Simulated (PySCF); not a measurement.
Isomers of C7H8N2, from PySCF 2.14.0, PBE0-D3(BJ)/def2-SVP geometry optimisation, gas phase. One conformer each, no zero-point energy, no frequencies.

Question: Which isomer lies lowest at this level?
A. `[CH3:1]/[N:2]=[CH:3]\[c:4]1[cH:5][cH:6][n:7][cH:8][cH:9]1` with N2–C3–C4–C5 -42°: A = 4006, B = 1105, C = 919.9 MHz, dipole 0.57 D
B. `[H]/[N:1]=[CH:2]/[c:3]1[cH:4][cH:5][c:6]([NH2:7])[cH:8][cH:9]1` with N1–C2–C3–C4 0°: A = 5047, B = 1000, C = 835.2 MHz, dipole 3.23 D
C. `[CH3:1][CH2:2][CH2:3]/[C:4]([C:5]#[N:6])=[CH:7]\[C:8]#[N:9]` with C1–C2–C3–C4 -179°, C2–C3–C4–C5 66°: A = 1618, B = 1279, C = 744.7 MHz, dipole 1.42 D

Answer: B. That is `c1c(N)ccc(/C=N/[H])c1`, 19.8 kcal/mol below the next.

```tsv
SMILES	mapped SMILES	E (Eh)	relative (kcal/mol)	relative (kJ/mol)	dipole (D)
[H]/N=C/c1ccc(N)cc1	[H]/[N:1]=[CH:2]/[c:3]1[cH:4][cH:5][c:6]([NH2:7])[cH:8][cH:9]1	-380.35160	0.0	0.0	3.23
C/N=C\c1ccncc1	[CH3:1]/[N:2]=[CH:3]\[c:4]1[cH:5][cH:6][n:7][cH:8][cH:9]1	-380.31998	19.8	83.0	0.57
CCC/C(C#N)=C\C#N	[CH3:1][CH2:2][CH2:3]/[C:4]([C:5]#[N:6])=[CH:7]\[C:8]#[N:9]	-380.29342	36.5	152.7	1.42
```

As drawn, the lowest has an aromatic ring, a C=N bond and an N–H bond, which the highest lacks; the highest has a C≡N group and a C=C bond outside aromatic rings, which the lowest lacks.
